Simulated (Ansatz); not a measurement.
`O[Si](O)Cl` radical, charge 0, multiplicity 2.

**Question.** Give a relaxed structure at PBE0-D4/def2-TZVP (Ansatz). (Estimate.)

**Answer.** Computed: 
Cartesian coordinates in Å:
```
O 0.7335 0.7479 -0.6970
Si -0.3648 -0.4209 -0.3471
O -1.3386 0.2025 0.8019
Cl 0.5937 -2.1161 0.3524
H 1.4952 0.5024 -1.2262
H -1.1190 1.0841 1.1161
```
